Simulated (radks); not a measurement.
Task: In33+, configuration [Ne] 3s2 3p4. Method: Dirac Kohn-Sham, LB94 model potential, spin-unpolarised, spherical densities, finite nucleus; open shells fill j = l - 1/2 first; Fermi nuclear charge, rms radius 4.6156 fm; computed with a radial shooting solver on a logarithmic mesh with Libxc functionals.

Spin-orbit splittings of the eigenvalues, e(l+1/2) - e(l-1/2), with zeta = 2 splitting/(2l+1) and mean radii in bohr:

| shell | occ. | splitting (eV) | zeta (eV) | <r> j=l-1/2 | <r> j=l+1/2 |
|---|---|---|---|---|---|
| 2p | 6 | ? | ? | 0.1069 | 0.1119 |
| 3p | 4 | 52.00 | 34.67 | 0.2986 | 0.3067 |

Estimate the 2p splitting.

Result: 217.4 eV (zeta = 144.9 eV).
